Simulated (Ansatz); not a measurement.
A ladder of methods for SiHCl3 (trichlorosilane)

The species is SiHCl3 (5 atoms), meant as a singlet with charge 0. As SMILES, `Cl[SiH](Cl)Cl`. The coordinates come from a PBE0-D4/def2-TZVP relaxation.

```csv
atom,x (Å),y (Å),z (Å)
Cl,1.6909,-0.5714,0.8919
Si,-0.0813,-0.0127,0.0754
Cl,0.0177,1.9337,-0.4913
Cl,-0.4760,-1.1705,-1.5442
H,-1.1513,-0.1791,1.0681
```

Each level gives the energy change with the Si2–Cl3 bond stretched from 2.030 to 3.653 Å (eV). The values are calculated.

```csv
level,kind,program,value (eV),CPU time (all runs)
HF/def2-SVPD (restricted),Hartree–Fock,Ansatz,4.60,5.6 s
SVWN5/def2-SVPD (restricted),LDA,Ansatz,3.83,6.9 s
PBE/def2-SVPD (restricted),GGA,Ansatz,3.50,9.3 s
revPBE/def2-SVPD (restricted),GGA,Ansatz,3.37,9.2 s
BHLYP/def2-SVPD (restricted),global hybrid,Ansatz,4.24,15 s
r2SCAN0/def2-SVPD (restricted),hybrid meta-GGA,Ansatz,4.22,26 s
wB97X/def2-SVPD (restricted),range-separated hybrid,Ansatz,4.38,45 s
RPA@PBE/def2-SVPD (restricted),RPA,Ansatz,3.41,21 s
```

The first shape isn't each level's own minimum. The values span 3.37 to 4.60 eV. Times are those of the runs behind each value, whatever else they computed, on shared processors of several kinds: orders of magnitude only.
